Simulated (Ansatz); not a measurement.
```yaml
crystal:
  periodic: [false, false, false]
  atoms:
    - {symbol: C, position_ang: [-0.775712, -1.633397, -1.763516]}
    - {symbol: C, position_ang: [-0.086506, -0.326566, -2.113872]}
    - {symbol: C, position_ang: [-0.500660, -0.001243, -3.470907]}
    - {symbol: C, position_ang: [-0.475969, 0.769513, -1.246444]}
    - {symbol: O, position_ang: [0.119378, 0.373311, 0.183320]}
    - {symbol: C, position_ang: [-0.120235, 1.073886, 1.273991]}
    - {symbol: O, position_ang: [-0.753651, 2.312627, 1.044528]}
    - {symbol: C, position_ang: [0.501949, 0.790148, 2.513418]}
    - {symbol: C, position_ang: [2.031689, 0.507385, 2.373709]}
    - {symbol: C, position_ang: [-0.357847, -0.618889, 2.866583]}
    - {symbol: H, position_ang: [-0.562119, -2.037398, -0.673464]}
    - {symbol: H, position_ang: [-1.814121, -1.485132, -1.827032]}
    - {symbol: H, position_ang: [-0.546053, -2.353262, -2.548158]}
    - {symbol: H, position_ang: [0.874332, -0.595379, -2.004527]}
    - {symbol: H, position_ang: [-1.468937, 0.306093, -3.447817]}
    - {symbol: H, position_ang: [0.113978, 1.138196, -3.861520]}
    - {symbol: H, position_ang: [-0.301825, -0.578567, -4.081668]}
    - {symbol: H, position_ang: [0.119484, 1.610173, -1.408009]}
    - {symbol: H, position_ang: [-1.598027, 0.838318, -0.977105]}
    - {symbol: H, position_ang: [0.157501, 1.451726, 3.144499]}
    - {symbol: H, position_ang: [2.471899, 1.421101, 2.205724]}
    - {symbol: H, position_ang: [2.281871, -0.204603, 1.630357]}
    - {symbol: H, position_ang: [2.329274, 0.435814, 3.356162]}
    - {symbol: H, position_ang: [-1.483562, -0.364374, 2.843385]}
    - {symbol: H, position_ang: [0.167831, -0.937073, 3.815818]}
    - {symbol: H, position_ang: [-0.045693, -1.345321, 2.199820]}
basis:
  gaussian: {orbitals: STO-3G, final_grid: {core_spheres: 5, valence_spheres: 4, degree: 11}}
hamiltonian: {xc: {name: HF}}
correlation: {method: ccsdt}
```

```sh
$ ansatz run in.yaml --threads 4 --pin off --events-out ev --progress --plain --max-ram 63488MiB --backend cpu
```

It prints (some lines left out):

```
Functional definition: HF
1522 factors; integrals over basis functions are off by at most 3.5e-8 eV
mean field evaluation 1: about -12398.0061 eV, gradient 4.7e1 eV
mean field evaluation 2: about -12398.6722 eV, gradient 4.7e1 eV
mean field evaluation 4: about -12407.0916 eV, gradient 6.0e0 eV
mean field evaluation 8: about -12407.2228 eV, gradient 2.2e-1 eV
mean field evaluation 16: about -12406.5325 eV, gradient 2.0e0 eV
mean field -12407.22337868 eV, -455.9570492484 hartree, gradient 3.7e-6 eV, S^2 0.000000; 0 other end points of the search recorded, 0 dependent functions left out; unrestricted orbitals would lower it
10 core orbitals not correlated: weight in the atoms' cores, before any rotation towards them, 1.000 or more for the frozen orbitals, at most 0.000 for the correlated occupied ones
reference -12407.22337868 eV, -455.9570492484 hartree; 30, 30 occupied and 26, 26 virtual orbitals, 1522 factors
second order -14.74607349 eV of doubles, -0.00000000 eV of singles
cycle   1  -16.94344453 eV  change    -2.2e0 eV  update   1.8e-1
cycle   2  -18.12074795 eV  change    -1.2e0 eV  update   8.8e-2
cycle   3  -18.91677108 eV  change   -8.0e-1 eV  update   4.7e-2
cycle   4  -18.95887901 eV  change   -4.2e-2 eV  update   1.5e-2
cycle   5  -18.95769324 eV  change    1.2e-3 eV  update   9.3e-3
cycle   6  -18.95637671 eV  change    1.3e-3 eV  update   3.6e-3
cycle   7  -18.95567849 eV  change    7.0e-4 eV  update   2.0e-3
cycle   8  -18.95432127 eV  change    1.4e-3 eV  update   1.0e-3
cycle   9  -18.95367565 eV  change    6.5e-4 eV  update   5.7e-4
cycle  10  -18.95434609 eV  change   -6.7e-4 eV  update   3.6e-4
cycle  11  -18.95413642 eV  change    2.1e-4 eV  update   2.2e-4
cycle  12  -18.95430073 eV  change   -1.6e-4 eV  update   1.2e-4
cycle  13  -18.95436087 eV  change   -6.0e-5 eV  update   6.5e-5
cycle  14  -18.95432599 eV  change    3.5e-5 eV  update   4.2e-5
cycle  15  -18.95432540 eV  change    5.8e-7 eV  update   2.7e-5
cycle  16  -18.95433711 eV  change   -1.2e-5 eV  update   1.9e-5
cycle  17  -18.95435512 eV  change   -1.8e-5 eV  update   1.2e-5
cycle  18  -18.95435991 eV  change   -4.8e-6 eV  update   7.8e-6
cycle  19  -18.95435625 eV  change    3.7e-6 eV  update   4.7e-6
cycle  20  -18.95435410 eV  change    2.2e-6 eV  update   2.5e-6
Total energy: -12426.17773278 eV, -456.6536089139 hartree
```

Hardware: 4 threads of an AMD EPYC 7R13 on a shared host. Wall time 3.6 min, peak host memory 4.2 GiB.
